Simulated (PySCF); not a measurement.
## BeHg: frontier orbitals

TPSS at R = 3.140 Å; Be def2-SVP, Hg def2-SVP with ECP60; scalar-relativistic core potentials (PySCF 2.14). State: ¹Σ⁺ (singlet), closed shell. Only the outer orbitals are listed, counted within each symmetry, core potentials removing the inner ones.

```
orbital  occ.  ε (eV)  on Be (%)   main shells (%)
     4σ     2  -10.17          1           99 Hg d
     2π     2  -10.12          0          100 Hg d
     2π     2  -10.12          0          100 Hg d
     1δ     2  -10.10          0          100 Hg d
     1δ     2  -10.10          0          100 Hg d
     5σ     2   -7.31         18  81 Hg s, 16 Be s
     6σ     2   -5.29         79  78 Be s, 16 Hg s
     7σ     0   -2.06         68  67 Be p, 29 Hg p
     3π     0   -2.05         86  86 Be p, 14 Hg p
     3π     0   -2.05         86  86 Be p, 14 Hg p
```

Q: Which are the highest filled and the lowest empty level, where do they sit, and how wide is the gap?

A: Highest filled 6σ at -5.29 eV (in %: 78 Be s, 16 Hg s); lowest empty 7σ at -2.06 eV (in %: 67 Be p, 29 Hg p); the gap at TPSS is 3.23 eV.

```
bond order (Mayer)                               : 0.31
⟨S²⟩                                             : 0.000
charge on Be (Mulliken, basis-dependent)         : 0.04
charge on Be (Löwdin, basis-dependent)           : -0.02
dipole moment (positive dipole means Be(−)Hg(+)) : 0.41 D
```

Closed-shell solutions of metal pairs were not tested for spin polarisation, which can lower them a little. Spin–orbit coupling is left out.
